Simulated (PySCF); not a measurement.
This PySCF input asks for the NMR shieldings of `C=C[C@](C)(N)C[SiH3]`, C5H13NSi; the geometry comes from GFN2-xTB.

```python
import basis_set_exchange as bse
import numpy as np
from pyscf import gto, dft
from pyscf.prop import nmr

atoms = """
C    -2.469020    0.907517   -0.549431
C    -1.452252    0.154236   -0.925696
C    -0.252208   -0.213643   -0.084633
C    -0.234423   -1.735459    0.086033
N    -0.226014    0.390703    1.242922
C     1.030433    0.266943   -0.772026
Si    2.381382    0.493889    0.551944
H    -2.545329    1.333640    0.439037
H    -3.283859    1.134515   -1.215777
H    -1.424067   -0.252626   -1.928510
H    -0.174339   -2.227554   -0.881517
H    -1.143704   -2.068622    0.584860
H     0.621711   -2.028490    0.686319
H    -0.398713    1.387233    1.170962
H    -0.936705   -0.012228    1.845477
H     1.328064   -0.428832   -1.554627
H     0.842226    1.224962   -1.260602
H     2.218945    1.756924    1.268859
H     3.657643    0.561601   -0.181482
H     2.455081   -0.634029    1.474853
"""
names = dict.fromkeys(["C", "N", "Si", "H"], "pcSseg-1")
basis = {el: gto.basis.parse(bse.get_basis(n, elements=[el], fmt="nwchem")) for el, n in names.items()}
mol = gto.M(atom=atoms, basis=basis, charge=0, verbose=0)
mf = dft.RKS(mol, xc="PBE0")
mf.grids.level = 2
mf.grids.alignment = dft.numint.BLKSIZE   # the property module wants whole blocks of grid points
mf.conv_tol = 1e-9
mf.kernel()

calc = nmr.RKS(mf)   # GIAO
C = mf.mo_coeff
Co = C[:, mf.mo_occ > 0]
resp = mf.gen_response(singlet=True, hermi=2)
def vind(x):   # induced exchange potential for any number of trial vectors
    d = np.einsum("pi,xij,qj->xpq", C, 2 * x.reshape(-1, C.shape[1], Co.shape[1]), Co, optimize=True)
    return np.einsum("xpq,pi,qj->xij", resp(d - d.transpose(0, 2, 1)), C, Co, optimize=True).ravel()
mo1, _ = nmr.rhf.solve_mo1(calc, with_cphf=vind)
sigma = calc.kernel(mo1)
for i, s in enumerate(sigma):   # ppm
    print("%2d %-2s %9.2f" % (i, mol.atom_pure_symbol(i), np.trace(s) / 3))
```

Question: Give the expected output.

Answer: 
```
 0 C      76.34
 1 C      25.47
 2 C     133.73
 3 C     157.33
 4 N     202.06
 5 C     159.98
 6 Si    436.91
 7 H      26.55
 8 H      26.57
 9 H      25.05
10 H      30.72
11 H      31.01
12 H      29.82
13 H      30.68
14 H      30.76
15 H      30.58
16 H      30.50
17 H      27.81
18 H      28.00
19 H      27.54
```

These numbers come from an equivalent density-fitted implementation of the same equations, which agrees with the script to about 0.01 ppm for H and up to a few tenths of a ppm for heavy atoms, so last digits may differ.

Question: Turn these shieldings into chemical shifts. Shifts are taken against calculated references (same method and geometry level): TMS for $^{13}$C (σref 186.93), $^{29}$Si (σref 349.16), $^{1}$H (σref 31.72); $^{15}$N (σref 267.73) against NH3.

Answer: Averaging equivalent atoms: C 1: 161.5; C 0: 110.6; C 2: 53.2; C 3: 29.6; C 5: 26.9; N 4: 65.7; Si 6: -87.8; H 9: 6.67; H 7: 5.17; H 8: 5.15; H 17/18/19: 3.94; H 16: 1.22; H 10/11/12: 1.20; H 15: 1.14; H 13/14: 0.99 ppm. Experimental scales use liquid or dissolved standards, which lie at an offset from isolated NH3 (liquid NH3: subtract about 20 ppm).

Size and cost of the density-fitted run: 191 basis functions, 29 s wall time on 1 thread of an Arm Neoverse V1, shared host; peak memory 0.86 GiB.
